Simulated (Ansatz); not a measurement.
System: GeH$_{4}$Se, charge 0, singlet. GeH4Se (SMILES [GeH3][SeH]).
B3LYP-D3(BJ)/def2-TZVP minimum from Ansatz (a quantum-chemistry and plane-wave program):
```
Ge
H 1 1.5346
H 1 1.5368 2 110.56
H 1 1.5368 2 110.56 3 -122.02
Se 1 2.3789 2 104.79 3 118.99
H 5 1.4719 1 93.22 2 -180.00
```
Charge 0, spin multiplicity 1.

Total energies in hartree (Ansatz). Radicals and triplets start from unrestricted determinants; spin-orbit coupling is neglected. Cores are frozen in correlated methods (noble-gas shells, and filled d and f shells in the p block). No relativity. For partners of very few electrons the exact lower level stands in for a higher one.

```csv
species,HF/cc-pVTZ,CCSD(T)/cc-pVTZ,HF/cc-pVQZ,CCSD(T)/cc-pVQZ,CCSDT(Q)/cc-pVTZ
1: GeH4Se (SMILES [SeH][GeH3]),-4477.64158,-4477.97556,-4477.64887,-4478.00467,-4477.97718
2: Ge (triplet),-2075.36107,-2075.42794,-2075.36359,-2075.43284,-2075.42848
3: Se (triplet),-2399.87209,-2399.99441,-2399.87500,-2400.00700,-2399.99510
4: H (doublet),-0.49981,-0.49981,-0.49995,-0.49995,-0.49981
```

**Question.** Work out the atomisation energy (electronic, to ground-state atoms) in kcal/mol: take Hartree-Fock from cc-pVQZ, extrapolate the CCSD(T) correlation energy as X^-3 (X = 3, 4), and add CCSDT(Q) - CCSD(T) in cc-pVTZ. 1 hartree = 627.51 kcal/mol.

**Answer.** 
Species 1: correlation (64·(-0.35580) - 27·(-0.33398))/37 = -0.37172; step -0.00162; E1 = -4477.64887 + (-0.37172) + (-0.00162) = -4478.02221
Species 2: correlation (64·(-0.06925) - 27·(-0.06687))/37 = -0.07099; step -0.00054; E2 = -2075.36359 + (-0.07099) + (-0.00054) = -2075.43512
Species 3: correlation (64·(-0.13200) - 27·(-0.12232))/37 = -0.13906; step -0.00069; E3 = -2399.87500 + (-0.13906) + (-0.00069) = -2400.01475
Species 4: correlation (64·(0.00000) - 27·(0.00000))/37 = 0.00000; step +0.00000; E4 = -0.49995 + (0.00000) + (+0.00000) = -0.49995
-1·E1 +1·E2 +1·E3 +4·E4 = 0.57254 hartree = 359.3 kcal/mol.
